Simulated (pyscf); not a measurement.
Elementary routes open to •H₂C–CH(SiH₃)–Cl in the gas phase (doublet surface):
A. H₃Si–CH•–CH₂–Cl (C–Cl broken; C–Cl formed)
B. H₃C–CH(SiH₂•)–Cl (H–Si broken; C–H formed)

PySCF, gas phase, ωB97X-D3(BJ)/def2-SVP geometries.

Task: Rank the routes by free-energy barrier at 900 K, lowest first, for ωB97M-D3(BJ)/def2-TZVP energies (ideal gas, 1 atm, RRHO with modes under 100 cm⁻¹ raised to 100, one conformer, R ln 2 for chiral ones without a mode under 150 cm⁻¹).

Result: A (0.44 eV), B (1.47 eV)

Route A is the fastest of these, ahead of the next by 1.03 eV. The most stable products are those of B (ΔG = -0.22 eV), whose barrier is 1.03 eV higher: the kinetic and the thermodynamic product differ. At 298 K A is still the fastest. Only these routes are compared; each barrier is that of the saddle found, and lower ones may exist.
